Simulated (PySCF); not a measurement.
Potential energy of HI along the bond

Set-up: basis H def2-TZVP, I def2-TZVP with ECP28; scalar-relativistic core potentials; PySCF 2.14. Energies in eV from H + I in their ground configurations at the same level. State: ¹Σ⁺ (singlet), closed shell.

Curves on a restricted Hartree–Fock reference rise too fast on stretching and do not dissociate correctly.

| R (Å) | M06-2X | r²SCAN | RHF |
| --- | --- | --- | --- |
| 1.386 | -2.394 | -2.682 | -1.589 |
| 1.451 | -2.785 | -3.076 | -1.979 |
| 1.515 | -3.005 | -3.300 | -2.193 |
| 1.564 | -3.083 | -3.381 | -2.264 |
| 1.612 | -3.103 | -3.405 | -2.275 |
| 1.660 | -3.076 | -3.383 | -2.237 |
| 1.725 | -2.983 | -3.297 | -2.127 |
| 1.805 | -2.799 | -3.123 | -1.919 |
| 1.902 | -2.513 | -2.850 | -1.599 |
| 2.031 | -2.072 | -2.430 | -1.108 |

Q: Put a parabola through the three lowest points of the M06-2X curve and estimate Re, k and ωe (reduced mass 0.9999 u; 1 eV/Å² = 0.16022 mdyn/Å; ωe = 1302.8·√(k/μ) cm⁻¹).

A: Through R = 1.564, 1.612, 1.66 Å the second-order coefficient is 10.2 eV/Å², so Re ≈ 1.608 Å, k ≈ 3.27 mdyn/Å and ωe ≈ 2355 cm⁻¹. A polynomial fit of higher order to the unrounded M06-2X energies gives Re = 1.607 Å, k = 3.29 mdyn/Å, ωe = 2363 cm⁻¹; anharmonicity and rounding make the difference.

The higher-order fit for each curve: M06-2X: Re = 1.607 Å, ωe = 2363 cm⁻¹, De = 3.10 eV; r²SCAN: Re = 1.611 Å, ωe = 2326 cm⁻¹, De = 3.41 eV; RHF: Re = 1.597 Å, ωe = 2457 cm⁻¹, De = 2.28 eV.

These are scalar-relativistic numbers at best; spin–orbit coupling would shift them, the dissociation energy most. Where the molecule has an RHF reference, its open-shell atoms are computed with UHF.
